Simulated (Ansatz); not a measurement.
`N[SiH](F)[SiH2]O` + `O[SiH](O)N[SiH2]F` → `O[SiH2]N[SiH](O)O` + `N[SiH](F)[SiH2]F`  (redistribution)

Computed with Ansatz on PBE0-D4/def2-TZVP structures; ΔE is electronic, products minus reactants. CCSD(T)/CBS is the MP2 limit (def2-TZVPP, def2-QZVPP) plus CCSD(T) − MP2 in def2-TZVPP, frozen cores. Functionals use def2-TZVPP. B3LYP here is the variant with VWN-RPA as its local correlation; programs differ in this. Each species was taken in one conformer, which may not be the lowest.

`N[SiH](F)[SiH2]O`:

Z-matrix (Å, degrees):
```
Si
F 1 1.610
Si 1 2.345 2 109.4
N 1 1.709 2 114.2 3 118.9
H 1 1.485 2 106.1 3 -125.0
O 3 1.656 1 108.6 2 -179.7
H 3 1.494 1 108.8 2 58.9
H 3 1.484 1 113.4 2 -61.4
H 4 1.008 1 121.1 2 -67.6
H 4 1.008 1 121.0 2 80.6
H 6 0.959 3 115.9 1 -37.0
```

`O[SiH](O)N[SiH2]F`:

Z-matrix (Å, degrees):
```
Si
O 1 1.636
N 1 1.728 2 106.0
O 1 1.636 2 116.1 3 -121.8
H 1 1.471 2 106.1 3 122.6
H 2 0.960 1 119.1 3 47.6
Si 3 1.707 1 125.7 2 13.2
H 3 1.010 1 117.3 2 -161.5
H 4 0.958 1 118.5 2 66.7
F 7 1.610 3 109.7 1 -63.0
H 7 1.477 3 112.5 1 53.4
H 7 1.481 3 109.0 1 179.1
```

`O[SiH2]N[SiH](O)O`:

```xyz
13

O    -2.057    0.246    0.539
Si   -1.056    1.324   -0.231
N     0.301    0.450   -0.792
Si    1.250   -0.678    0.092
O     1.521   -1.899   -0.970
O     0.427   -1.074    1.446
H    -2.658    0.613    1.190
H    -0.711    2.377    0.762
H    -1.715    1.945   -1.408
H     0.447    0.455   -1.792
H     2.555   -0.172    0.572
H     2.226   -2.513   -0.759
H    -0.533   -1.075    1.351
```

`N[SiH](F)[SiH2]F`:

Z-matrix (Å, degrees):
```
Si
F 1 1.609
Si 1 2.350 2 108.3
N 1 1.697 2 114.7 3 118.0
H 1 1.484 2 105.1 3 -123.3
F 3 1.612 1 106.9 2 94.0
H 3 1.487 1 111.4 2 -148.8
H 3 1.485 1 114.0 2 -24.9
H 4 1.007 1 122.9 2 77.3
H 4 1.007 1 121.7 2 -80.9
```

Problem. Is it downhill or uphill in electronic energy at CCSD(T)/CBS, and by how much? (Estimate.)

Solution. The calculation gave: Nearly level: ΔE = -0.9 kJ/mol.

Problem. What do these levels give: PBE-D4, ωB97X-V, B2PLYP, PBE, PBE0, B3LYP? (An estimate is asked.)

Solution. Ansatz gave: PBE-D4 -0.3, ωB97X-V -1.5, B2PLYP -1.1, PBE 0.2, PBE0 -0.7, B3LYP -1.0 kJ/mol.

Largest T1 diagnostic among the species: 0.012.
